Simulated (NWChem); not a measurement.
System: C₂H₂Cl₂Si; SMILES [SiH](Cl)(Cl)C#C

All runs: NWChem. Coordinates come from a PBE0/def2-SVP optimisation. Static field.

### Question
Among these, which level gives the highest value of “anisotropy (bohr³)”?
(A) PBE/def2-SVPD
(B) Hartree-Fock/def2-SVPD
(C) B3LYP/def2-SVPD

### Answer
A, PBE/def2-SVPD. Values: Hartree-Fock/def2-SVPD 24.3; B3LYP/def2-SVPD 26.9; PBE/def2-SVPD 28.3
